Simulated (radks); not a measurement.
Dipole-allowed excitations along the series with 48 electrons in [Kr] 4d10 5s2. Calculated with a radial shooting solver on a logarithmic mesh with Libxc functionals: scalar-relativistic Kohn-Sham, PBE, spin-unpolarised, spherical densities, finite nucleus; Fermi nuclear charge, rms radius of each element as measured or else 0.836 A^(1/3) + 0.57 fm. Time-dependent linear response with the Hartree and adiabatic LDA kernel, continuum included through the Sternheimer equations, no spin-orbit coupling, so fine structure and intercombination lines are absent. Lines are the poles of the dipole polarisability below minus the highest occupied eigenvalue, found on a grid refined at the orbital gaps; the lowest seven at most are given, and weak or close lines can be missed. The first line takes the name of the lowest orbital gap if no other gap lies below it; otherwise a line is named after a gap within 0.6 % of it, if that gap stands alone.

species,-e(HOMO) (eV),lowest orbital gap (eV),first line (eV),f,static alpha (bohr^3),measured (eV)
Cd,5.659,5s-5p 4.476,5.112 (5s-5p),1.20,47.44,5s-5p 5.417
In+,14.925,5s-5p 6.493,7.802 (5s-5p),1.54,23.58,5s-5p 7.816
Sn2+,26.091,5s-5p 8.299,10.023 (5s-5p),1.58,14.73,-

Measured values: term averages from the NIST Handbook of Basic Atomic Spectroscopic Data.
